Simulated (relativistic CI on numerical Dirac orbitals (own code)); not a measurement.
A reference radial Dirac CI calculation of Kr gave the lowest total energy -2786.46379 Ha in 35 SCF steps, from this input:

```
atom Kr  Z=36  charge=0  electrons=36
nucleus A=84  rms_radius_fm=4.1884
hamiltonian dirac-coulomb  breit=on  qed=on  c_scale=1
orbitals kli  potential=per-configuration
slater_scale 1
correlation none
mixing on
grid step=0.0125 r_max=201.2
scf mixing=0.4 start=green max_iterations=150 tolerance=2e-08 node_fill=0.05
configurations
  [Ar] 3d10 4s2 4p6
  [Ar] 3d10 4s2 4p5 4d
  [Ar] 3d10 4s2 4p5 5s
end
```

One setting was then changed, and the output read:

```
SCF 1: [Ar] 3d10 4s2 4p6
 iter      energy (Ha)   residual   last orbital (Ha)
    1     -2806.686235   1.25e+00     -0.72713
    2     -2810.462806   3.08e-01     -0.47270
    3     -2810.688540   1.03e-01     -0.46182
    4     -2810.707755   2.21e-02     -0.50991
    5     -2810.706120   2.08e-02     -0.49405
    6     -2810.707648   9.79e-04     -0.50070
    7     -2810.707718   9.82e-05     -0.50146
    8     -2810.707721   3.66e-05     -0.50138
    9     -2810.707720   2.49e-06     -0.50136
   10     -2810.707720   9.94e-07     -0.50136
   11     -2810.707720   5.12e-09     -0.50136
SCF 2: [Ar] 3d10 4s2 4p5 4d
 iter      energy (Ha)   residual   last orbital (Ha)
    1     -2806.717480   1.16e+00     -0.06674
    2     -2810.023450   3.07e-01     -0.05885
    3     -2810.261194   1.09e-01     -0.05936
    4     -2810.279274   3.19e-02     -0.06000
    5     -2810.280044   6.41e-03     -0.05894
    6     -2810.280681   3.28e-03     -0.05888
    7     -2810.280579   1.75e-04     -0.05874
    8     -2810.280577   2.23e-04     -0.05873
    9     -2810.280584   1.88e-05     -0.05873
   10     -2810.280584   2.84e-06     -0.05873
   11     -2810.280584   2.59e-07     -0.05873
   12     -2810.280584   8.98e-09     -0.05873
SCF 3: [Ar] 3d10 4s2 4p5 5s
 iter      energy (Ha)   residual   last orbital (Ha)
    1     -2806.791831   1.16e+00     -0.16040
    2     -2810.098855   3.10e-01     -0.13891
    3     -2810.338300   1.02e-01     -0.13607
    4     -2810.357073   1.94e-02     -0.13720
    5     -2810.356115   1.13e-02     -0.13535
    6     -2810.357133   2.32e-03     -0.13541
    7     -2810.357056   1.06e-04     -0.13526
    8     -2810.357056   9.76e-05     -0.13526
    9     -2810.357056   9.60e-06     -0.13523
   10     -2810.357055   8.68e-07     -0.13523
   11     -2810.357055   5.50e-08     -0.13523
   12     -2810.357055   1.44e-09     -0.13523
orbital energies (Ha): 3s -10.1652  3p1/2 -7.7767  3p3/2 -7.3116  3d3/2 -3.2218  3d5/2 -3.1478  4s -1.0342  4p1/2 -0.5373  4p3/2 -0.5014
configuration averages (Ha): Dirac-Coulomb, Breit, QED
  4p6                          -2810.707720    2.251496    1.088971
  4p5 4d                       -2810.280584    2.251142    1.089070
  4p5 5s                       -2810.357055    2.251195    1.089130
levels: no., configuration, term, J, E (cm-1), weight
   1 4p6                    1S   0                0.0  1.00
   2 4p5 5s                 3P*  2            73483.2  1.00
   3 4p5 5s                 1P*  1            74723.9  0.55
   4 4p5 5s                 3P*  0            82000.2  0.97
   5 4p5 5s                 3P*  1            82780.1  0.54
   6 4p5 4d                 3P*  0            89697.3  0.97
   7 4p5 4d                 3P*  1            89977.4  0.86
   8 4p5 4d                 3F*  4            90165.7  1.00
   9 4p5 4d                 3P*  2            90412.1  0.60
  10 4p5 4d                 3F*  3            90583.7  0.58
  11 4p5 4d                 1D*  2            91168.3  0.42
  12 4p5 4d                 3D*  3            91268.1  0.69
  13 4p5 4d                 3D*  1            93055.8  0.50
  14 4p5 4d                 3F*  2            99192.2  0.71
lowest total energy -2807.367253 Ha
end: converged
```

**Question.** Which setting was changed?
A. end of the grid
B. node fill of the KLI weights
C. SCF tolerance
D. speed of light

**Answer.** D. The speed of light × 0.8.
